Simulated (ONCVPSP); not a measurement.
Logarithmic derivatives: Cl (Z = 17), ONCV

* Element: Cl
* Generator: ONCVPSP 4.0.1
* Type: optimised norm-conserving Vanderbilt (ONCV)
* Functional: LDA (Perdew-Wang 92)
* Relativity: scalar-relativistic
* Frozen core: [Ne]
* Valence charge: 7
* Reference configuration: 3s2 3p5
* Partial waves: 3s: rc 1.40 bohr, ncon 5, nbas 8, qcut 4.1 1/bohr, 2 projectors, debl 2.3 Ha; 3p: rc 1.20 bohr, ncon 3, nbas 7, qcut 8.2 1/bohr, 1 projector
* Local potential: polynomial inside 1.00 bohr (lpopt 5, dvloc0 3 Ha)
* Core correction: Teter function, fcfact 5, rcfact 1.2

The phase is arctan(r·R′/R) of the radial function R(r), unwrapped; energies in Ha, scanned from -2 to 5 Ha. A pole is an energy at which the radial function vanishes at the test radius. The pseudo phase is shifted by a multiple of π to meet the all-electron one at the reference energy, and phase errors are pseudo minus all-electron; the curves can meet again beyond the range given. Levels narrower than the energy grid can be missing from the lists of poles.

Task: For each channel, where are the poles, and over which energies does the pseudopotential scatter like the atom?

Result:

```csv
channel,radius (bohr),reference energy (Ha),"poles, all-electron","poles, pseudo",unbroken range about the reference energy with phases within 0.05 rad,phase error 1 Ha above the reference energy (rad)
s,1.42,-0.76,2.19,2.19,the whole range,-0.000
p,1.22,-0.32,4.95,3.93,below 3.4,-0.009
```

Phases in the s channel:

| E (Ha) | all-electron | pseudo |
| --- | --- | --- |
| -1.98 | 0.275 | 0.273 |
| -1.80 | 0.081 | 0.080 |
| -1.62 | -0.132 | -0.132 |
| -1.44 | -0.346 | -0.347 |
| -1.26 | -0.545 | -0.545 |
| -1.08 | -0.717 | -0.717 |
| -0.90 | -0.859 | -0.859 |
| -0.72 | -0.975 | -0.975 |
| -0.54 | -1.069 | -1.069 |
| -0.36 | -1.146 | -1.146 |
| -0.18 | -1.209 | -1.209 |
| 0.00 | -1.262 | -1.263 |
| 0.18 | -1.308 | -1.308 |
| 0.36 | -1.346 | -1.346 |
| 0.54 | -1.380 | -1.380 |
| 0.72 | -1.409 | -1.409 |
| 0.90 | -1.436 | -1.436 |
| 1.08 | -1.460 | -1.460 |
| 1.26 | -1.481 | -1.481 |
| 1.44 | -1.501 | -1.501 |
| 1.62 | -1.519 | -1.519 |
| 1.80 | -1.537 | -1.537 |
| 1.98 | -1.553 | -1.553 |
| 2.16 | -1.568 | -1.568 |
| 2.34 | -1.583 | -1.583 |
| 2.52 | -1.597 | -1.598 |
| 2.70 | -1.612 | -1.612 |
| 2.88 | -1.625 | -1.626 |
| 3.06 | -1.639 | -1.640 |
| 3.24 | -1.653 | -1.654 |
| 3.42 | -1.667 | -1.669 |
| 3.60 | -1.682 | -1.684 |
| 3.78 | -1.697 | -1.700 |
| 3.96 | -1.712 | -1.716 |
| 4.14 | -1.729 | -1.734 |
| 4.32 | -1.746 | -1.754 |
| 4.50 | -1.765 | -1.775 |
| 4.68 | -1.785 | -1.799 |
| 4.86 | -1.807 | -1.827 |
